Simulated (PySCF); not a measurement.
**Electron correlation in C⁺ (carbon, charge +1)**

[He] 2s2 2p1, 2P determinant. Computed with PySCF 2.14 in cc-pVDZ-DK (3s2p1d, 14 functions), with scalar relativity by spin-free X2C-1e. Frozen: 1s2; 3 electrons correlated.

MP2 pair energies summed by pair of shells (mhartree):

```
 pair  energy  share (%)
2s-2s  -25.63       62.1
2s-2p  -15.66       37.9
```

Total MP2 correlation energy: -41.29 mhartree.

Same-spin part -2.40 and opposite-spin part -38.90 mhartree; SCS-MP2 scales them by 1/3 and 6/5 to -47.47 mhartree.

```json
{"level": "CCSD", "correlation energy (mhartree)": "-66.69"}
{"level": "(T)", "correlation energy (mhartree)": "-0.65"}
{"level": "CCSD(T)", "correlation energy (mhartree)": "-67.34"}
```

Diagnostics: T1 = 0.0084, D1 = 0.0157, largest double amplitude 0.136.

Problem. Is a single reference adequate?

Solution. Mostly. T1 lies below 0.03, but a double amplitude of this size points to a near-degeneracy that CCSD handles and MP2 describes poorly.
